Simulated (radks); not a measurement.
The nickel ion Ni2+, 26 electrons, occupied as [Ar] 3d8 (the NIST ground configuration).

Method: scalar-relativistic Kohn-Sham, SCAN, spin-polarised, spherical densities, finite nucleus; open shells are filled with parallel spins first; meta-GGA in the generalised Kohn-Sham scheme; Fermi nuclear charge, rms radius 3.7757 fm; computed with a radial shooting solver on a logarithmic mesh with Libxc functionals.

Energy parts (hartree):
part                       energy
total                 -1519.98130
kinetic                1541.15938
electron-nucleus      -3629.59721
Hartree                 631.71785
exchange-correlation    -63.26131

Orbitals (lengths in bohr, moments of r in powers of bohr; r(max) is where P^2 peaks):
| orbital | occ. | eigenvalue (hartree) | <r^4> | <r> | r(max) | <1/r> |
|---|---|---|---|---|---|---|
| 1s up | 1 | -303.4993 | 0.00003995 | 0.05410 | 0.03541 | 28.09 |
| 1s down | 1 | -303.4992 | 0.00003995 | 0.05410 | 0.03541 | 28.09 |
| 2s up | 1 | -37.20620 | 0.008703 | 0.2446 | 0.2043 | 6.085 |
| 2s down | 1 | -37.14840 | 0.008660 | 0.2443 | 0.2042 | 6.092 |
| 2p up | 3 | -32.03968 | 0.006576 | 0.2153 | 0.1650 | 5.956 |
| 2p down | 3 | -31.99660 | 0.006535 | 0.2151 | 0.1648 | 5.962 |
| 3s up | 1 | -4.99860 | 0.6436 | 0.7391 | 0.6397 | 1.918 |
| 3s down | 1 | -4.88961 | 0.6524 | 0.7411 | 0.6403 | 1.910 |
| 3p up | 3 | -3.48128 | 0.8863 | 0.7770 | 0.6480 | 1.770 |
| 3p down | 3 | -3.37318 | 0.9078 | 0.7805 | 0.6491 | 1.761 |
| 3d up | 5 | -1.08893 | 3.476 | 0.9522 | 0.6314 | 1.398 |
| 3d down | 3 | -0.98823 | 4.153 | 0.9822 | 0.6369 | 1.370 |

The highest occupied level is 3d down at -26.891 eV. The electron density at the nucleus is 1.975e+04 e/bohr^3 (large components only). Summed over all electrons, <r^2> = 15.72 bohr^2, which gives a Langevin (diamagnetic) susceptibility term of -12.4 x 10^-6 cm^3/mol. Spin moment in Bohr magnetons: 2. For comparison, the ionisation energy in NIST's Atomic Spectra Database is 35.19 eV (measured). In exact Kohn-Sham theory the highest level is minus the ionisation energy, but local and semilocal functionals leave it too shallow, through self-interaction and a potential that decays too fast; potentials with the right tail come closer.
